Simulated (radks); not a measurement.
Q: These are the eigenvalues of the occupied orbitals of an atom or ion with whole-number occupations (eV). All-electron calculation, non-relativistic Kohn-Sham, PBEsol, spin-unpolarised, spherical densities, point nucleus. Program: a radial shooting solver on a logarithmic mesh with Libxc functionals.

1s: -6951.227
2s: -832.3377
2p: -722.0715
3s: -115.6736
3p: -83.0870
3d: -29.8545
4s: -16.4174
4p: -10.3323

Which element is it, and in what charge state? The configuration may be excited.

A: Z = 26, iron, charge +1: Fe+ in [Ar] 3d4 4s2 4p1. The list shows which subshells hold electrons but not how many an open one holds; the 1s level, -255.45 hartree, gives Z - s = 22.6 by -(Z - s)^2/2, which with screening narrows Z to a few neighbours, and the depths of the outer levels then fix element, charge and occupations together.
